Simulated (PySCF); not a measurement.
C2HCl2, SMILES C(=[C]Cl)Cl, multiplicity 2. Geometry optimised at r2SCAN-D4/def2-SVP. The isomer is the one that the SMILES or the coordinates give; other isomers of the formula were not compared.

Level of theory: PySCF with r2SCAN-D4/def2-SVP.

Harmonic wavenumbers (cm⁻¹): 134, 373, 568, 702, 729, 800, 1207, 1687, 3218. Rotational constants (GHz): 14.47, 2.213, 1.919; symmetry number 1.

Work out the zero-point energy and the ideal-gas rigid-rotor harmonic-oscillator thermochemistry at 298.15 K and 1 atm.

ZPE = ½ Σ hcν = ½ × 9416 cm⁻¹ = 56.32 kJ/mol. H − E(el) = 70.17 kJ/mol. Entropy in J/(mol K): translation 165.66, rotation 109.04, vibration 22.18, spin 5.76, total 302.64. G − E(el) = -20.07 kJ/mol. Cp = 62.71 J/(mol K). Modes under 150 cm⁻¹ make the vibrational entropy uncertain.
